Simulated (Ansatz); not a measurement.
Cl2GeH4OSi (`O[SiH](Cl)[GeH2][Cl]`). Charge 0, multiplicity 1. Geometry: relaxed with PBE0-D4/def2-TZVP. It is one conformer, not always the lowest.

```xyz
9

O    -1.277   -1.288   -0.811
Si    0.244   -1.078   -0.260
Cl    0.572   -2.054    1.518
Ge    0.520    1.256    0.176
Cl   -1.527    1.792    0.713
H    -1.954   -0.730   -0.416
H     1.158   -1.659   -1.264
H     1.391    1.630    1.382
H     0.874    2.131   -1.037
```

Question: What is the dipole moment at ωB97M-V/def2-TZVPP? (Estimate.)

Answer: The calculation gave: 1.64 D, with components (1.34, 0.59, -0.74) D in this frame, pointing from negative to positive charge.

Question: And with PBE, r2SCAN, B3LYP? (Estimate.)

Answer: The calculation gave: PBE 1.45 D, r2SCAN 1.54 D, B3LYP 1.62 D.

Question: Give the Mulliken charges with ωB97M-V, r2SCAN, B3LYP in def2-TZVPP. (Best estimate.)

Answer: Computed: 
```json
{"atom": "O1", "ωB97M-V": "-0.36", "r2SCAN": "-0.39", "B3LYP": "-0.37"}
{"atom": "Si2", "ωB97M-V": "0.48", "r2SCAN": "0.55", "B3LYP": "0.53"}
{"atom": "Cl3", "ωB97M-V": "-0.20", "r2SCAN": "-0.23", "B3LYP": "-0.23"}
{"atom": "Ge4", "ωB97M-V": "0.12", "r2SCAN": "0.26", "B3LYP": "0.23"}
{"atom": "Cl5", "ωB97M-V": "-0.31", "r2SCAN": "-0.34", "B3LYP": "-0.34"}
{"atom": "H6", "ωB97M-V": "0.20", "r2SCAN": "0.21", "B3LYP": "0.20"}
{"atom": "H7", "ωB97M-V": "-0.01", "r2SCAN": "-0.07", "B3LYP": "-0.06"}
{"atom": "H8", "ωB97M-V": "0.05", "r2SCAN": "0.02", "B3LYP": "0.02"}
{"atom": "H9", "ωB97M-V": "0.04", "r2SCAN": "0.01", "B3LYP": "0.01"}
```

B3LYP here is the variant with VWN-RPA as its local correlation; programs differ in this.
